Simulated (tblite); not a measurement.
Species: C5H5FNO (doublet state).
Structure used (GFN2-xTB), in Å, numbered top down from 1:
```xyz
13
C5H5FNO angstrom
C     -2.166   -0.054   -0.416
N     -1.043    0.307    0.399
C      0.222    0.019    0.057
C      0.630   -0.480   -1.245
O      1.969   -0.620   -1.159
C      2.395   -0.183    0.035
F      3.704   -0.191    0.249
C      1.386    0.254    0.834
H     -2.728   -0.877    0.034
H     -2.835    0.800   -0.536
H     -1.784   -0.369   -1.385
H     -1.219    0.758    1.284
H      1.464    0.636    1.830
```

Computed values, GFN2-xTB/tblite, gas phase, harmonic and unscaled. Against measured fundamentals such values can be off by several per cent, at times by over 20. One conformer, not necessarily the lowest. Open shells enter through the occupations alone, without spin polarisation, and single modes of such species can be off by tens of per cent.

Harmonic wavenumbers (cm⁻¹): 68.0, 136.1, 184.0, 191.6, 284.0, 351.6, 364.0, 476.2, 517.0, 589.1, 606.4, 673.0, 772.3, 941.0, 985.1, 1039.4, 1066.8, 1088.2, 1098.8, 1166.4, 1200.7, 1292.0, 1328.7, 1392.8, 1449.8, 1463.4, 1559.4, 1592.9, 2950.3, 2992.1, 3042.9, 3187.6, 3422.9.

A = 7224, B = 1226, C = 1056 MHz; mass 114.036 u (most abundant isotopes); point group C1, symmetry number 1; spin multiplicity 2.

Zero-point energy?

½Σν̃ = 19737 cm⁻¹ = 56.43 kcal/mol.

What is S at 400 K and 1 bar for an ideal gas of classical rigid rotors and harmonic oscillators?

Translation 41.60, rotation 28.81, vibration 26.24, spin (R ln 2) 1.38: S = 98.0 cal/(mol K).

And Cp and H(400 K) − H(0)?

Cp = 36.57 cal/(mol K), of which vibrations give 28.62 (their classical limit is 33 R = 65.6); H(400 K) − H(0) = 8.92 kcal/mol without the zero-point energy, 5.74 from vibrations.

Which modes carry the vibrational entropy at 400 K?

68.0 cm⁻¹: 4.79; 136.1 cm⁻¹: 3.43; 184.0 cm⁻¹: 2.84; 191.6 cm⁻¹: 2.77; 284.0 cm⁻¹: 2.03; 351.6 cm⁻¹: 1.65 cal/(mol K); the other 27 give 8.73 together.

Blend soft modes into free rotors: weight 1/[1 + (100 cm⁻¹/ν̃)⁴] for the oscillator and the rest for a rotor with moment μB/(μ + B), μ = h/(8π²ν), B = 10⁻⁴⁴ kg m². What vibrational entropy results?

25.03 cal/(mol K) in place of 26.24, which changes −T·S at 400 K by +0.48 kcal/mol.

How do the functions run with temperature in this model?

```json
{"T (K)": "50", "S (cal/(mol K))": "56.5", "Cp (cal/(mol K))": "10.6", "H − H(0) (kcal/mol)": "0.44", "G − H(0) (kcal/mol)": "-2.38", "ln q(vib)": "0.18"}
{"T (K)": "100", "S (cal/(mol K))": "65.2", "Cp (cal/(mol K))": "14.9", "H − H(0) (kcal/mol)": "1.08", "G − H(0) (kcal/mol)": "-5.44", "ln q(vib)": "0.79"}
{"T (K)": "298.15", "S (cal/(mol K))": "88.3", "Cp (cal/(mol K))": "29.7", "H − H(0) (kcal/mol)": "5.53", "G − H(0) (kcal/mol)": "-20.80", "ln q(vib)": "4.15"}
{"T (K)": "373.15", "S (cal/(mol K))": "95.5", "Cp (cal/(mol K))": "34.9", "H − H(0) (kcal/mol)": "7.96", "G − H(0) (kcal/mol)": "-27.69", "ln q(vib)": "5.50"}
{"T (K)": "500", "S (cal/(mol K))": "106.8", "Cp (cal/(mol K))": "42.2", "H − H(0) (kcal/mol)": "12.87", "G − H(0) (kcal/mol)": "-40.54", "ln q(vib)": "7.78"}
{"T (K)": "750", "S (cal/(mol K))": "126.0", "Cp (cal/(mol K))": "52.1", "H − H(0) (kcal/mol)": "24.77", "G − H(0) (kcal/mol)": "-69.71", "ln q(vib)": "12.14"}
{"T (K)": "1000", "S (cal/(mol K))": "141.9", "Cp (cal/(mol K))": "58.1", "H − H(0) (kcal/mol)": "38.60", "G − H(0) (kcal/mol)": "-103.25", "ln q(vib)": "16.17"}
```

q(vib) and H(0) count from the zero-point level.

Hindered rotation and anharmonicity are outside this model. Other conformers, if any are populated, would add a mixing term that is left out.
